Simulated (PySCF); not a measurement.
[Eu(H2O)3]2+ relaxed at several levels

Computed with PySCF 2.14.0, def2-SVP on the ligands, density fitting, scalar-relativistic core potentials, no spin-orbit coupling, vacuum. Each row is relaxed at its own level from the same template. Distances are means of the shortest metal–ligand contacts, charges and spins Mulliken's; removal energies are rigid, with the ligand's formal charge and no counterpoise, so too large; for an anion taken off a cation in vacuum most of it is the attraction of opposite charges, and multiply charged cations can part far more cheaply with an electron moved from ligand to metal. lcecp potentials hold a fixed number of 4f electrons in the core, out of states, spins and gaps.

```
level      basis on the metal  point group  M–H2O (Å)  charge on M (e)  removal of one H2O (eV)  strongest infrared band, degenerate modes summed (cm⁻¹)    unstable modes (below −25 cm⁻¹)
 PBE0  lcecp-0-SVP with ECP53           D3      2.489             1.43                     1.96                                                     3828  0 (lowest -22 cm⁻¹, within noise)
```

What does the calculation give for BP86, lcecp-0-SVP with ECP53?

point group: D3, M–H2O (Å): 2.493, charge on M (e): 1.34, removal of one H2O (eV): 1.95, strongest infrared band, degenerate modes summed (cm⁻¹): 508, unstable modes (below −25 cm⁻¹): 0 (lowest -22 cm⁻¹, within noise).
```xyz
10

Eu    0.0000    0.0000    0.0000
O     2.4932    0.0000    0.0000
H     3.1046    0.6250    0.4526
H     3.1046   -0.6250   -0.4526
O    -1.2466    2.1592    0.0000
H    -2.0936    2.3761    0.4526
H    -1.0110    3.0012   -0.4526
O    -1.2466   -2.1592    0.0000
H    -1.0110   -3.0012    0.4526
H    -2.0936   -2.3762   -0.4526
```

Members with unstable modes aren't minima as they stand: saddle points kept by symmetry or, where the modes are soft, flat surfaces and noise. Moved off a saddle point of the template and relaxed again: BP86, PBE0. One start shape was tried for each, so a minimum needn't be the lowest isomer.
